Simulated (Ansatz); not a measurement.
C6H12N2O, relaxed as a singlet with RKS PBE0-D4/def2-SVP in Ansatz, starting from the GFN2-xTB geometry. Force threshold 0.02 eV/Å.

Start:

Cartesian coordinates in Å:
```
C -0.676 1.780 -1.878
C -1.337 1.520 -0.522
N -0.882 0.314 0.125
C -1.105 -0.948 -0.462
C -0.061 -1.745 -0.237
N 0.970 -1.012 0.366
C 1.973 -1.630 1.189
C 0.421 0.272 0.746
H -1.044 2.710 -2.303
H -0.898 0.966 -2.564
H 0.403 1.846 -1.766
H -1.140 2.350 0.162
H -2.420 1.433 -0.651
H -2.034 -1.148 -0.956
H 0.085 -2.777 -0.483
H 1.570 -2.039 2.125
H 2.725 -0.883 1.438
H 2.441 -2.436 0.626
H 1.094 1.090 0.439
O 0.307 0.457 2.140
H -0.392 -0.122 2.468
```

```tsv
step	energy (eV)	largest force component (eV/Å)	SCF passes
1	-11422.7911	0.616	17
2	-11422.8580	0.269	20
3	-11422.8687	0.147	20
4	-11422.8713	0.288	20
5	-11422.8778	0.117	20
6	-11422.8801	0.099	20
7	-11422.8826	0.051	20
8	-11422.8834	0.065	20
9	-11422.8842	0.085	20
10 (rejected)	-11422.8805	0.431	19
11	-11422.8880	0.101	20
12	-11422.8893	0.325	19
13	-11422.8948	0.285	19
14	-11422.9202	0.455	19
15	-11422.9397	0.771	18
16	-11422.9504	0.445	18
17	-11422.9513	0.202	19
18 (rejected)	-11422.9483	0.334	18
19	-11422.9631	0.150	19
20	-11422.9699	0.101	19
21	-11422.9734	0.053	20
22	-11422.9740	0.027	20
23	-11422.9741	0.011	13
```

Force components are those of the run's own axes.

End:

Cartesian coordinates in Å:
```
C -0.545 1.892 -1.722
C -1.354 1.447 -0.510
N -0.945 0.188 0.067
C -1.054 -1.020 -0.633
C -0.115 -1.872 -0.189
N 0.631 -1.247 0.818
C 2.006 -1.574 1.063
C 0.264 0.150 0.858
H -0.920 2.851 -2.110
H -0.605 1.147 -2.530
H 0.518 2.028 -1.471
H -1.299 2.201 0.292
H -2.421 1.367 -0.778
H -1.888 -1.205 -1.308
H 0.013 -2.931 -0.408
H 2.321 -1.126 2.017
H 2.689 -1.211 0.266
H 2.125 -2.664 1.148
H 1.072 0.797 0.434
O 0.104 0.655 2.145
H -0.599 0.128 2.550
```

By distances, no bond broke or formed. The bond that changes most is C7–H17, from 1.09 to 1.11 Å (atoms count from 1).

No frequencies were taken in this run, so the end may be a saddle point.

Run time 1.9 min (4 threads of Intel Xeon Platinum 8259CL on a shared host), peak host memory 0.64 GiB.
